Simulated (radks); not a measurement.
Task: The mean radii <r> (bohr) of the occupied orbitals of an atom or ion are listed with their occupations. Calculated with a radial shooting solver on a logarithmic mesh with Libxc functionals: scalar-relativistic Kohn-Sham, PBE, spin-unpolarised, spherical densities, point nucleus.

| orbital | occ. | <r> |
|---|---|---|
| 1s | 2 | 0.02409 |
| 2s | 2 | 0.1023 |
| 2p | 6 | 0.08981 |
| 3s | 2 | 0.2557 |
| 3p | 6 | 0.2502 |
| 3d | 3 | 0.2227 |

Name the element and its charge.

Result: Z = 59, praseodymium, charge +38: Pr38+ in [Ar] 3d3. The 1s radius gives Z: for a bare nucleus <r> = (2 gamma + 1)/(2Z) with gamma = sqrt(1 - (Z/c)^2), 0.02377 bohr for Z = 59, and screening makes it slightly larger (0.02409 here). The occupations add up to 21, and the charge is Z minus that.
